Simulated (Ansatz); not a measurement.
`[F][InH][GeH3]`, one more setting.

```yaml
crystal:
  periodic: [false, false, false]
  atoms:
    - {symbol: F, position_ang: [-1.281947, -1.971512, 1.462108]}
    - {symbol: In, position_ang: [-0.527137, -1.351065, -0.215418]}
    - {symbol: Ge, position_ang: [0.772657, 1.205008, -0.283449]}
    - {symbol: H, position_ang: [-0.874389, -2.607944, -1.100530]}
    - {symbol: H, position_ang: [0.671620, 1.722353, -1.059757]}
    - {symbol: H, position_ang: [-0.458519, 1.790009, 0.705605]}
    - {symbol: H, position_ang: [1.924584, 0.957419, 0.392271]}
basis:
  gaussian: {orbitals: def2-SVP}
hamiltonian: {xc: {name: PBE}}
correlation: {method: rpa}
```

```sh
$ ansatz run in.yaml --threads 2 --pin off --events-out ev --progress --plain --max-ram 32768MiB --backend cpu
```

Shortened log:

```
Functional definition: PBE
987 factors; integrals over basis functions are off by at most 1.1e-3 eV
mean field evaluation 1: about -64439.7933 eV, gradient 4.8e1 eV
mean field evaluation 2: about -64439.7869 eV, gradient 4.8e1 eV
mean field evaluation 4: about -64443.0674 eV, gradient 1.8e1 eV
mean field evaluation 8: about -64444.2338 eV, gradient 4.0e-1 eV
mean field evaluation 16: about -64444.2317 eV, gradient 1.4e-4 eV
mean field -64444.23165690 eV, -2368.2818315221 hartree, gradient 5.7e-6 eV, S^2 0.000000; 1 other end points of the search recorded, 0 dependent functions left out
14 core orbitals not correlated: weight in the atoms' cores, before any rotation towards them, 1.000 or more for the frozen orbitals, at most 0.000 for the correlated occupied ones
reference -64370.88831412 eV, -2365.5865133885 hartree; 19, 19 occupied and 59, 59 virtual orbitals, 987 factors
Total energy: -64393.55500313 eV, -2366.4194988457 hartree
```

It took 4.9 s on 2 threads of a server CPU on a shared host, with 0.19 GiB of host memory at the peak.
